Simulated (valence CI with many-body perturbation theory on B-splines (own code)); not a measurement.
## Which ion has this spectrum?

A relativistic CI+MBPT calculation for an atom or ion with 31 electrons gives these levels (cm⁻¹):

```tsv
J	Parity	E	g
1/2	odd	0	0.66
3/2	odd	361759	1.33
1/2	even	582330	2.31
3/2	even	867344	1.68
5/2	even	918931	1.39
3/2	even	995538	0.95
1/2	even	1020050	1.19
5/2	even	1251580	1.40
3/2	even	1349003	1.00
1/2	even	1382370	1.83
3/2	even	1428879	1.03
5/2	even	1462902	1.20
3/2	odd	1590685	1.33
3/2	odd	1828976	0.53
```

The energies are calculated, and their last digits are not significant.

Which is it?
A. Tb34+
B. Eu32+
C. Gd33+
D. Sm31+

C. Gd33+, ground level (4s^2 4p1/2) J=1/2.
